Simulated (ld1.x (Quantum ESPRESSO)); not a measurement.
# An all-electron radial function and its pseudo partner (Mo (Z = 42))

Columns: radius, all-electron u(r) and pseudo u(r) of the 5s shell (level -4.09 eV) of molybdenum in the configuration [Kr] 4d5 5s1 5p0; PBE, scalar-relativistic, TM scheme, ld1.x (Quantum ESPRESSO) 7.5.

| r (bohr) | all-electron | pseudo |
| --- | --- | --- |
| 0.195 | 0.0335 | 0.0299 |
| 0.390 | 0.1294 | 0.0591 |
| 0.585 | -0.1091 | 0.0869 |
| 0.780 | -0.2547 | 0.1134 |
| 0.975 | -0.2422 | 0.1400 |
| 1.170 | -0.1309 | 0.1697 |
| 1.365 | 0.0171 | 0.2072 |
| 1.560 | 0.1637 | 0.2576 |
| 1.755 | 0.2911 | 0.3232 |
| 1.950 | 0.3933 | 0.3989 |
| 2.145 | 0.4704 | 0.4705 |
| 2.340 | 0.5248 | 0.5248 |
| 2.535 | 0.5599 | 0.5599 |
| 2.730 | 0.5793 | 0.5793 |
| 2.925 | 0.5859 | 0.5859 |
| 3.120 | 0.5824 | 0.5824 |
| 3.315 | 0.5710 | 0.5710 |
| 3.510 | 0.5538 | 0.5538 |
| 3.705 | 0.5322 | 0.5322 |
| 3.900 | 0.5076 | 0.5076 |
| 4.095 | 0.4811 | 0.4811 |
| 4.290 | 0.4536 | 0.4536 |
| 4.485 | 0.4256 | 0.4256 |
| 4.680 | 0.3979 | 0.3979 |
| 4.875 | 0.3707 | 0.3707 |
| 5.070 | 0.3444 | 0.3444 |

Problem. How many radial nodes do the two functions have?

Solution. The all-electron 5s function has n − l − 1 = 4 (the table is too coarse to show those close to the nucleus); the pseudo-wave has 0, since the states of the same l below it are removed with the core.

Problem. At about which radius was the pseudo-wave matched?

Solution. 2.30 bohr, where the columns begin to agree (steps of 0.20 bohr).

Problem. Is the pseudo-wave norm-conserving?

Solution. Yes: the TM scheme keeps the norm inside the radius equal to the all-electron one, which fixes the energy derivative of the logarithmic derivative at the level.
